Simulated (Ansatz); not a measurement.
silicon dioxide molecule (SMILES O=[Si]=O) moved off its minimum; all values from Ansatz (a quantum-chemistry and plane-wave program), cores frozen in correlated methods.
(charge 0, multiplicity 1)
```xyz
3

O      0.00626    -0.01144    -1.51789
Si     0.01666     0.00145     0.00791
O     -0.02187    -0.01918     1.51995
```

Forces at wB97M-V/def2-TZVPP (eV/Å):

| atom | Fx | Fy | Fz |
|---|---|---|---|
| O1 | 0.066 | 0.050 | 1.151 |
| Si2 | -0.136 | -0.096 | -0.723 |
| O3 | 0.070 | 0.046 | -0.429 |

Question: Give the forces (eV/Å), the total energy and the dipole at CCSD(T)/aug-cc-pV(T+d)Z.

Answer: 
```csv
atom,Fx,Fy,Fz
O1,0.058,0.041,0.422
Si2,-0.105,-0.075,-0.727
O3,0.048,0.034,0.306
```
Energy -439.3470 hartree, dipole 0.16 D.
